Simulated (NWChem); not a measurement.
# MoH5Cl; SMILES [Cl][MoH5]

```xyz
7

Mo    -0.1036    -0.2435    -0.7851
Cl    -0.1685     0.3854     1.3789
H      0.7959     1.0913    -0.9582
H     -0.2606     0.7717    -2.0666
H      0.7492    -1.6623    -1.0363
H      1.2300    -0.1908    -1.7423
H     -1.5923    -0.1504    -1.5457
```
Atoms are numbered in this order, from 1.

Level: PBE0/def2-SVP with def2 effective core potentials on Mo (NWChem), optimised geometry, unscaled harmonic frequencies. def2 effective core potentials on Mo; no spin-orbit coupling.

| frequency (cm⁻¹) | IR intensity (km/mol) |
|---|---|
| 324 | 4.6 |
| 402 | 53.4 |
| 417 | 4.8 |
| 643 | 34.3 |
| 763 | 10.0 |
| 788 | 1.3 |
| 802 | 31.9 |
| 844 | 39.7 |
| 928 | 70.0 |
| 1074 | 125.5 |
| 1995 | 110.6 |
| 2001 | 96.3 |
| 2074 | 35.1 |
| 2094 | 62.3 |
| 2158 | 14.2 |

zero-point energy: 24.7 kcal/mol
thermal correction to the enthalpy at 298.15 K (with zero-point energy): 28.1 kcal/mol
heat capacity Cv: 14.8 cal/(mol K)
entropy at 298.15 K and 1 atm (symmetry number 1): 69.1 cal/(mol K)

Rigid rotor and harmonic oscillator.
